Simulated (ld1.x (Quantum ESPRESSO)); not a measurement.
Before and after: ultrasoft potential for silicon (Si)

silicon, ultrasoft, made with ld1.x (Quantum ESPRESSO) 7.5 (PBE, non-relativistic). Core [Ne], reference 3s1 3p3. Waves: 3s (bound): rcut 1.45, rcutus 1.70 bohr; 3s channel at 0.2 Ry: rcut 1.45, rcutus 1.70 bohr; 3p (bound): rcut 1.60, rcutus 2.05 bohr; 3p channel at 0.1 Ry: rcut 1.60, rcutus 2.05 bohr. Local part: all-electron potential smoothed inside 1.30 bohr (lloc = -1). Core correction: a·sin(br)/r model core inside 0.85 bohr. Augmentation charge: PSQ, radius 1.60 bohr.

All-electron outer shells of the reference configuration (PBE, non-relativistic, ld1.x):

```tsv
shell	level (eV)	outermost node (bohr)	outermost maximum (bohr)
2p	-97.22	–	0.39
3s	-11.51	0.72	1.77
3p	-4.67	0.72	2.11
```

Change: augmentation PSQ, radius 1.45 bohr.

Cutoffs: the cutoffs (Ry, on a coarse ladder) from which the occupation-weighted sum of valence levels, in a spherical-Bessel basis at the reference potential, stays within 10 and 1 mRy of its value at 400 Ry; they do not see the model core or the augmentation charge, which bear on the density cutoff. Errors are all-electron minus pseudo energies relative to the spin-unpolarised reference configuration.

Problem. What does the change do?

Solution. The potential gets neither clearly harder nor softer (10 Ry and 15 Ry → 10 Ry and 15 Ry); of the 7 tests that both files solve, the error grows in 0 and shrinks in 5 by more than 15 % and 0.3 meV (median size 2.4 → 1.4 meV); neither file shows a bound ghost.

```csv
quantity,base,changed
"cutoff, loose",10 Ry,10 Ry
"cutoff, tight",15 Ry,15 Ry
bound ghosts,none,none
"error for 3s2 3p2, meV [ΔE -6.76 eV]",-2.4,-1.5
"error for 3s2 3p1, meV [ΔE 0.99 eV]",-0.8,+0.1
"error for 3s2 3p0, meV [ΔE 17.00 eV]",+6.0,+6.6
"error for 3s1 3p2, meV [ΔE 8.36 eV]",+0.2,+0.2
"error for 3s2 3p1.5, meV [ΔE -3.83 eV]",-2.0,-1.1
"error for 3s2 3p2.3, meV [ΔE -7.69 eV]",-2.5,-1.6
"error for 3s0 3p4, meV [ΔE 6.90 eV]",-2.4,-1.4
s: phases at 2.24 bohr within 0.05 rad from the reference energy up to (Ry; the scan ends near 5),2.8,2.8
p: phases at 2.24 bohr within 0.05 rad from the reference energy up to (Ry; the scan ends near 5),4.6,4.6
lowest overlap eigenvalue by channel,"s 0.40, p 0.71","s 0.40, p 0.71"
```
